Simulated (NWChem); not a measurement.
System: BH2SF; SMILES SBF

Excerpt of the output:

```
             Northwest Computational Chemistry Package (NWChem) 7.3.0
             --------------------------------------------------------

 CS  symmetry detected

                             Geometry "geometry" -> ""
                             -------------------------

 Output coordinates in angstroms (scale by  1.889725989 to convert to a.u.)

  No.       Tag          Charge          X              Y              Z
 ---- ---------------- ---------- -------------- -------------- --------------
    1 B                    5.0000    -0.53906663    -0.60299119     0.00000000
    2 F                    9.0000     0.29663441    -1.64195359     0.00000000
    3 H                    1.0000    -1.73746725    -0.80439928     0.00000000
    4 S                   16.0000     0.17456349     1.05668052     0.00000000
    5 H                    1.0000    -1.02992500     1.69004923     0.00000000

 Effective nuclear repulsion energy (a.u.)      85.8983889099

      Symmetry information
      --------------------

 Group name             Cs
 Group number              2
 Group order               2
 No. of unique centers     5

                                 NWChem DFT Module
                                 -----------------

 Summary of "ao basis" -> "ao basis" (spherical)
 ------------------------------------------------------------------------------
       Tag                 Description            Shells   Functions and Types
 ---------------- ------------------------------  ------  ---------------------
 B                           sto-3g                  3        5   2s1p
 F                           sto-3g                  3        5   2s1p
 H                           sto-3g                  1        1   1s
 S                           sto-3g                  5        9   3s2p

      Symmetry analysis of basis
      --------------------------

        a'         17
        a"          4

            General Information
            -------------------
          SCF calculation type: DFT
          Wavefunction type:  closed shell.
          No. of atoms     :     5
          No. of electrons :    32
           Alpha electrons :    16
            Beta electrons :    16
          Charge           :     0
          Spin multiplicity:     1
          Use of symmetry is: on ; symmetry adaption is: on
          Maximum number of iterations: 150
          AO basis - number of functions:    21
                     number of shells:    13
          Convergence on energy requested:  1.00D-06
          Convergence on density requested:  1.00D-05
          Convergence on gradient requested:  5.00D-04

              XC Information
              --------------
                         PBE0 Method XC Functional
                     Hartree-Fock (Exact) Exchange  0.250
          PerdewBurkeErnzerhof Exchange Functional  0.750
            Perdew 1991 LDA Correlation Functional  1.000 local
           PerdewBurkeErnz. Correlation Functional  1.000 non-local

             Grid Information
             ----------------
          Grid used for XC integration:  medium
          Radial quadrature: Mura-Knowles
          Angular quadrature: Lebedev.
          Tag              B.-S. Rad. Rad. Pts. Rad. Cut. Ang. Pts.
          ---              ---------- --------- --------- ---------
          B                   0.85       49           7.0       434
          F                   0.50       49           9.0       434
          H                   0.35       45           8.0       434
          S                   1.00       88           8.0       590
          Grid pruning is: on
          Number of quadrature shells:   276
          Spatial weights used:  Erf1

      Superposition of Atomic Density Guess
      -------------------------------------

 Sum of atomic energies:        -516.20452908

      Non-variational initial energy
      ------------------------------

 Total energy =    -516.255965
 1-e energy   =    -891.863758
 2-e energy   =     289.709404
 HOMO         =      -0.144351
 LUMO         =       0.291484

      Symmetry analysis of molecular orbitals - initial
      -------------------------------------------------

  Numbering of irreducible representations:

     1 a'          2 a"

  Orbital symmetries:

     1 a'          2 a'          3 a'          4 a'          5 a'
     6 a'          7 a"          8 a'          9 a'         10 a'
    11 a'         12 a"         13 a'         14 a'         15 a'
    16 a"         17 a"         18 a'         19 a'         20 a'
    21 a'

     ---------------------------------------------
      Total Density - Mulliken Population Analysis
     ---------------------------------------------

    Atom       Charge   Shell Charges
 -----------   ------   -------------------------------------------------------
    1 B    5     4.30   1.99  1.03  1.28
    2 F    9     9.44   2.00  1.92  5.52
    3 H    1     1.12   1.12
    4 S   16    16.27   2.00  2.00  5.97  1.84  4.46
    5 H    1     0.88   0.88

   convergence    iter        energy       DeltaE   RMS-Dens  Diis-err
 ---------------- ----- ----------------- --------- --------- ---------
 d= 0,ls=0.0,diis     1   -517.6359051305 -6.04D+02  8.06D-02  5.45D-01
 d= 0,ls=0.0,diis     2   -517.5491823879  8.67D-02  4.46D-02  1.39D+00
 d= 0,ls=0.0,diis     3   -517.7476721121 -1.98D-01  9.77D-03  9.57D-03
 d= 0,ls=0.0,diis     4   -517.7489783708 -1.31D-03  3.94D-03  3.44D-03
 d= 0,ls=0.0,diis     5   -517.7497625992 -7.84D-04  2.21D-04  6.86D-06
  Resetting Diis
 d= 0,ls=0.0,diis     6   -517.7497642819 -1.68D-06  4.17D-05  3.25D-07
 d= 0,ls=0.0,diis     7   -517.7497643618 -7.99D-08  3.46D-06  1.44D-09

         Total DFT energy =     -517.749764361757
      One electron energy =     -890.362526752948
           Coulomb energy =      327.643608027501
    Exchange-Corr. energy =      -40.929234546174
 Nuclear repulsion energy =       85.898388909863

 Numeric. integr. density =       31.999994599445

                  Occupations of the irreducible representations
                  ----------------------------------------------

                     irrep           alpha         beta
                     --------     --------     --------
                     a'               13.0         13.0
                     a"                3.0          3.0

                       DFT Final Molecular Orbital Analysis
                       ------------------------------------

 Vector   14  Occ=2.000000D+00  E=-2.891086D-01  Symmetry=a'
              MO Center=  2.3D-01,  1.0D-01,  1.8D-16, r^2= 2.8D+00
   Bfn.  Coefficient  Atom+Function         Bfn.  Coefficient  Atom+Function
  ----- ------------  ---------------      ----- ------------  ---------------
    17      0.543833  4 S  s                 18      0.492419  4 S  px
     8     -0.437575  2 F  px                 9     -0.406755  2 F  py
    21     -0.354474  5 H  s                 14     -0.169233  4 S  px
     4     -0.163486  1 B  py                13     -0.130766  4 S  s
     2     -0.115150  1 B  s                  3     -0.075551  1 B  px

 Vector   15  Occ=2.000000D+00  E=-2.086163D-01  Symmetry=a'
              MO Center= -8.5D-02, -3.0D-01, -6.4D-17, r^2= 2.9D+00
   Bfn.  Coefficient  Atom+Function         Bfn.  Coefficient  Atom+Function
  ----- ------------  ---------------      ----- ------------  ---------------
     8      0.507348  2 F  px                19      0.427617  4 S  py
    18      0.403525  4 S  px                 9      0.385509  2 F  py
    11      0.371250  3 H  s                 17      0.225680  4 S  s
     3     -0.165048  1 B  px                 4     -0.164800  1 B  py
    15     -0.139646  4 S  py                14     -0.130577  4 S  px

 Vector   16  Occ=2.000000D+00  E=-1.745023D-01  Symmetry=a"
              MO Center=  1.5D-01,  7.0D-01,  6.1D-17, r^2= 1.7D+00
   Bfn.  Coefficient  Atom+Function         Bfn.  Coefficient  Atom+Function
  ----- ------------  ---------------      ----- ------------  ---------------
    20      0.935464  4 S  pz                10     -0.332706  2 F  pz
    16     -0.293338  4 S  pz                 5      0.196751  1 B  pz

 Vector   17  Occ=0.000000D+00  E= 1.223240D-01  Symmetry=a"
              MO Center= -3.6D-01, -5.3D-01, -6.9D-17, r^2= 1.5D+00
   Bfn.  Coefficient  Atom+Function         Bfn.  Coefficient  Atom+Function
  ----- ------------  ---------------      ----- ------------  ---------------
     5      0.927115  1 B  pz                10     -0.449414  2 F  pz
    20     -0.437661  4 S  pz                16      0.127159  4 S  pz

 Vector   18  Occ=0.000000D+00  E= 2.546561D-01  Symmetry=a'
              MO Center= -5.0D-01,  1.3D+00, -8.6D-18, r^2= 1.5D+00
   Bfn.  Coefficient  Atom+Function         Bfn.  Coefficient  Atom+Function
  ----- ------------  ---------------      ----- ------------  ---------------
    21      1.014546  5 H  s                 18      0.705655  4 S  px
    19     -0.641314  4 S  py                17     -0.359290  4 S  s
     4     -0.232290  1 B  py                11      0.205389  3 H  s
    14     -0.190741  4 S  px                 2     -0.185476  1 B  s
    15      0.173721  4 S  py                 3      0.132239  1 B  px

 Vector   19  Occ=0.000000D+00  E= 3.548865D-01  Symmetry=a'
              MO Center= -3.2D-01,  8.9D-02, -1.9D-17, r^2= 1.6D+00
   Bfn.  Coefficient  Atom+Function         Bfn.  Coefficient  Atom+Function
  ----- ------------  ---------------      ----- ------------  ---------------
     2      1.108876  1 B  s                 19      0.702175  4 S  py
    17     -0.644812  4 S  s                 18      0.513259  4 S  px
     4      0.486189  1 B  py                11     -0.411223  3 H  s
     9     -0.296340  2 F  py                21      0.279949  5 H  s
     3      0.245690  1 B  px                 1     -0.229672  1 B  s

     ---------------------------------------------
      Total Density - Mulliken Population Analysis
     ---------------------------------------------

    Atom       Charge   Shell Charges
 -----------   ------   -------------------------------------------------------
    1 B    5     4.90   1.99  0.97  1.95
    2 F    9     9.10   2.00  1.94  5.16
    3 H    1     1.06   1.06
    4 S   16    15.96   2.00  2.00  5.95  1.88  4.13
    5 H    1     0.99   0.99

     -------------------------------------------
      Total Density - Lowdin Population Analysis
     -------------------------------------------

    Atom       Charge   Shell Charges
 -----------   ------   -------------------------------------------------------
    1 B    5     5.06   1.98  0.97  2.11
    2 F    9     8.99   2.00  1.83  5.16
    3 H    1     1.06   1.06
    4 S   16    15.86   2.00  2.00  5.93  1.77  4.17
    5 H    1     1.02   1.02

     Multipole analysis of the density
     ---------------------------------

     L   x y z        total         alpha         beta         nuclear
     -   - - -        -----         -----         ----         -------
     0   0 0 0     -0.000000    -16.000000    -16.000000     32.000000

     1   1 0 0     -0.214319     -0.107160     -0.107160     -0.000000
     1   0 1 0      0.197832      0.098916      0.098916      0.000000
     1   0 0 1      0.000000      0.000000      0.000000      0.000000

     2   2 0 0    -16.333696    -20.329872    -20.329872     24.326049
     2   1 1 0     -1.159030     -0.311759     -0.311759     -0.535511
     2   1 0 1      0.000000      0.000000      0.000000      0.000000
     2   0 2 0    -16.099643    -92.774394    -92.774394    169.449146
     2   0 1 1      0.000000      0.000000      0.000000      0.000000
     2   0 0 2    -15.653381     -7.826690     -7.826690      0.000000
```

Level: PBE0/STO-3G. Structure relaxed at the PBE-D3(BJ)/def2-SVP level.

**Question.** Reconstruct the input file.

**Answer.** This is not unique; one that fits is the input that was run:
```
start job
memory heap 200 mb stack 900 mb global 1100 mb
geometry units angstroms noautoz
  B     -0.521309    -0.593864     0.000000
  F      0.306758    -1.638921     0.000000
  H     -1.721153    -0.786487     0.000000
  S      0.204461     1.060535     0.000000
  H     -0.995355     1.702711     0.000000
end
basis spherical
  * library sto-3g
end
dft
  xc pbe0
  iterations 150
  mulliken
end
task dft energy
```
